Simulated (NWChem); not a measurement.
Species: MgHBr; SMILES [MgH][Br]

All runs: NWChem. Geometry: optimised at B3LYP/6-31G* (spherical d). B3LYP is NWChem's, with the RPA form of VWN correlation. Vertical excitations in the gas phase; the lowest state need not have the same character in each row.

```tsv
level	lowest excitation, singlet (eV)	oscillator strength of that lowest state	orbital gap (eV)
PBE/aug-cc-pVDZ, full TDDFT	5.16	0.039	5.09
B3LYP/aug-cc-pVDZ, full TDDFT	5.49	0.040	6.47
CAM-B3LYP/aug-cc-pVDZ, full TDDFT	5.88	0.040	9.01
BHandHLYP/aug-cc-pVDZ, full TDDFT	6.07	0.039	8.63
```
